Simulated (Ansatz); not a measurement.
Basis sets compared for dimethylphenylsulfonium bromide, `C[S+](C)c1ccccc1.[Br-]`. The state is a singlet with charge 0. Geometry PBE-D4/def2-SVP. Ansatz on 4 threads of Arm Neoverse V2 on a shared host; times are rough, and most runs start from earlier orbitals.

```xyz
21

C    -0.265   -0.983   -2.205
S    -0.962   -1.216   -0.537
C    -2.374   -0.063   -0.512
C     0.255   -0.111    0.381
C     0.882   -0.739    1.468
C     1.814   -0.029    2.241
C     2.114    1.305    1.926
C     1.484    1.930    0.837
C     0.552    1.224    0.061
H     0.645   -1.612   -2.240
H    -1.035   -1.390   -2.889
H    -0.015    0.080   -2.377
H    -3.128   -0.540   -1.167
H    -2.724   -0.037    0.537
H    -2.060    0.943   -0.846
H     0.638   -1.787    1.707
H     2.306   -0.521    3.094
H     2.844    1.863    2.531
H     1.718    2.976    0.589
H     0.067    1.729   -0.789
Br   -2.755   -3.021   -1.813
```

Binding counts from free atoms (C triplet, S triplet, H doublet, Br doublet) in the same basis, without a counterpoise term.

```json
{"level": "PBE-D4/def2-SVP", "functions": "217", "energy (Eh)": "-3282.1718", "HOMO (eV)": "-4.23", "LUMO (eV)": "-2.33", "binding per atom (eV)": "4.50", "wall time": "3.5 s"}
{"level": "PBE0-D4/def2-SVP", "functions": "217", "energy (Eh)": "-3282.3301", "HOMO (eV)": "-5.37", "LUMO (eV)": "-1.53", "binding per atom (eV)": "4.41", "wall time": "5.5 s"}
```

Task: Estimate the rows for PBE-D4/def2-TZVP (with forces), PBE0-D4/def2-TZVP.

Result: 
```json
{"level": "PBE-D4/def2-TZVP (with forces)", "functions": "399", "energy (Eh)": "-3282.9650", "HOMO (eV)": "-4.67", "LUMO (eV)": "-2.49", "binding per atom (eV)": "4.46", "wall time": "10 s"}
{"level": "PBE0-D4/def2-TZVP", "functions": "399", "energy (Eh)": "-3283.1159", "HOMO (eV)": "-5.76", "LUMO (eV)": "-1.65", "binding per atom (eV)": "4.37", "wall time": "19 s"}
```
